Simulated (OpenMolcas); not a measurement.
**V2+ in CaO**

V2+ with its 6 nearest oxide ions at 2.252 Å, on the Ca site of CaO (a = 4.8105 Å, distance in the model lattice 2.405 Å). The rest of the host is ab initio model potentials to 7.6 Å, with orthogonalisation functions on the cations behind the ligands, and point charges beyond; the distance is set by hand and nothing relaxes. Ligand basis ANO-RCC-VDZP.

| Quantity | Value |
| --- | --- |
| Program | OpenMolcas 26.06 |
| Method | CASSCF |
| Basis | ANO-RCC-VTZP [6s5p3d2f1g] |
| Scalar Hamiltonian | DKH2, point nucleus |
| Active space | 3 electrons in 5 orbitals (3d) |
| State averaging | 2S+1 = 4 even, 10 roots; 2S+1 = 2 even, 40 roots |
| Spin-orbit coupling | RASSI with atomic mean-field integrals over the reference wave functions |

The lowest spin-free states (labels of O, the rotations of Oh), above the lowest:

```csv
State,Degeneracy,E (cm-1),Free-ion L (%)
4A2,1,0.0,F (100)
4T2,3,11389,F (100)
2E,2,15923,G (59)
2T1,3,16694,G (41)
4T1,3,18419,F (81)
2T2,3,22422,D (46)
2A1,1,24732,G (100)
2T2,3,27788,G (55)
2T1,3,28249,H (53)
4T1,3,29731,P (81)
2E,2,29863,H (51)
2T1,3,33785,P (42)
2T2,3,39686,D (50)
2T1,3,39868,H (65)
2A2,1,42540,F (100)
2T2,3,44281,F (59)
2E,2,47228,D (48)
2T1,3,50136,F (79)
2E,2,65339,D (86)
2T2,3,68530,D (89)
```

The lowest levels with spin-orbit coupling:

```json
{"E (cm-1)": "0.0", "Degeneracy": "4", "Label": "Γ8", "2S+1": "4", "g": ""}
{"E (cm-1)": "11324", "Degeneracy": "2", "Label": "Γ7", "2S+1": "4", "g": "2.96 2.96 2.96"}
{"E (cm-1)": "11364", "Degeneracy": "4", "Label": "Γ8", "2S+1": "4", "g": ""}
{"E (cm-1)": "11421", "Degeneracy": "4", "Label": "Γ8", "2S+1": "4", "g": ""}
{"E (cm-1)": "11433", "Degeneracy": "2", "Label": "Γ6", "2S+1": "4", "g": "2.37 2.37 2.37"}
{"E (cm-1)": "15931", "Degeneracy": "4", "Label": "Γ8", "2S+1": "2", "g": ""}
{"E (cm-1)": "16658", "Degeneracy": "4", "Label": "Γ8", "2S+1": "2", "g": ""}
{"E (cm-1)": "16740", "Degeneracy": "2", "Label": "Γ6", "2S+1": "2", "g": "0.58 0.58 0.58"}
{"E (cm-1)": "18332", "Degeneracy": "2", "Label": "Γ7", "2S+1": "4", "g": "1.36 1.36 1.36"}
{"E (cm-1)": "18342", "Degeneracy": "4", "Label": "Γ8", "2S+1": "4", "g": ""}
{"E (cm-1)": "18500", "Degeneracy": "4", "Label": "Γ8", "2S+1": "4", "g": ""}
{"E (cm-1)": "18566", "Degeneracy": "2", "Label": "Γ6", "2S+1": "4", "g": "3.94 3.94 3.94"}
{"E (cm-1)": "22404", "Degeneracy": "4", "Label": "Γ8", "2S+1": "2", "g": ""}
{"E (cm-1)": "22501", "Degeneracy": "2", "Label": "Γ7", "2S+1": "2", "g": "1.59 1.59 1.59"}
{"E (cm-1)": "24745", "Degeneracy": "2", "Label": "Γ6", "2S+1": "2", "g": "2.13 2.13 2.13"}
{"E (cm-1)": "27768", "Degeneracy": "2", "Label": "Γ7", "2S+1": "2", "g": "0.21 0.21 0.21"}
{"E (cm-1)": "27804", "Degeneracy": "4", "Label": "Γ8", "2S+1": "2", "g": ""}
{"E (cm-1)": "28141", "Degeneracy": "2", "Label": "Γ6", "2S+1": "2", "g": "0.33 0.33 0.33"}
{"E (cm-1)": "28285", "Degeneracy": "4", "Label": "Γ8", "2S+1": "2", "g": ""}
{"E (cm-1)": "29675", "Degeneracy": "2", "Label": "Γ6", "2S+1": "4", "g": "3.08 3.08 3.08"}
```

Powder χT (cm3 K/mol): 1.81 at 2 K, 1.81 at 10 K, 1.82 at 50 K, 1.83 at 100 K, 1.84 at 200 K, 1.86 at 300 K. The effective moment at 300 K is 2.828 √(χT) = 3.85 μB.

The lowest level has 2S+1 = 4, for which the spin-only value is χT = S(S+1) / 2 = 1.875 cm3 K/mol (g = 2). The computed 1.856 at 300 K differs by -0.019, through orbital momentum, spin-orbit coupling and any other state in reach.

Metal share of the active 3d orbitals (Löwdin): 92, 92, 96, 96, 96 %; Mulliken charge of the metal 2.15.

A least-squares ligand-field fit to the states below 45000 cm-1, each weighted by its degeneracy and with a free common offset, gives 10Dq = 11866 cm-1, B = 892 cm-1 and C = 3338 cm-1 (C/B = 3.74), with an rms deviation of 215 cm-1.

The same method and metal basis give the free ion B = 959 cm-1 (fit to its terms below 60000 cm-1, rms deviation 74 cm-1), so the nephelauxetic ratio is β = 892 / 959 = 0.93; it hangs on how both fits weigh the states, and computed free-ion B values tend to be too large, so β mixes covalency with correlation.

Without dynamic correlation the repulsion within the d shell is too large (B by tens of per cent), so at a given field states of lower spin stand too high. Ligand-to-metal charge-transfer states are missing. With no ligand orbital active B as a rule stays too high, so bands that hang on it stand too high and its fall with covalency is understated. With metal d orbitals alone and no dynamic correlation 10Dq can be off by a tenth to a fifth, either way, in oxide and fluoride hosts. No measured value stands beside these numbers; the geometry was set by hand and not optimised.
